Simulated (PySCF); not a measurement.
Precursor series Hf Cl-H. Isolated molecules, 0 K electronic values unless said otherwise.

Computed with PySCF 2.14.0 with B3LYP-D3(BJ)/def2-TZVP // r2SCAN-D4/def2-SVP. B3LYP has the VWN-RPA correlation part, as in Gaussian. 

```
species                                  mean distance from the central atom to its bonded neighbours (Å)   HOMO (eV)  coordination number   LUMO (eV)  charge on the central atom (Mulliken) (e)
---------------------------------------  ----------------------------------------------------------------  ----------  -------------------  ----------  -----------------------------------------
0 of 4 Cl replaced by H ([Hf(Cl)4])                                                                 2.333       -9.42                    4  (withheld)                                       1.21
1 of 4 Cl replaced by H ([Hf(Cl)3(H)])                                                         (withheld)  (withheld)                    4       -2.47                                       1.07
2 of 4 Cl replaced by H ([Hf(Cl)2(H)2])                                                             2.085       -8.61                    4       -2.63                                       0.97
3 of 4 Cl replaced by H ([Hf(Cl)(H)3])                                                              1.965  (withheld)                    4       -2.44                                       0.89
4 of 4 Cl replaced by H ([Hf(H)4])                                                             (withheld)  (withheld)                    4       -2.34                                       0.82
```

### Question
Complete the blanks.

### Answer

- 0 of 4 Cl replaced by H ([Hf(Cl)4]), LUMO (eV): -2.42
- 1 of 4 Cl replaced by H ([Hf(Cl)3(H)]), mean distance from the central atom to its bonded neighbours (Å): 2.207
- 1 of 4 Cl replaced by H ([Hf(Cl)3(H)]), HOMO (eV): -9.05
- 3 of 4 Cl replaced by H ([Hf(Cl)(H)3]), HOMO (eV): -8.43
- 4 of 4 Cl replaced by H ([Hf(H)4]), mean distance from the central atom to its bonded neighbours (Å): 1.847
- 4 of 4 Cl replaced by H ([Hf(H)4]), HOMO (eV): -8.27
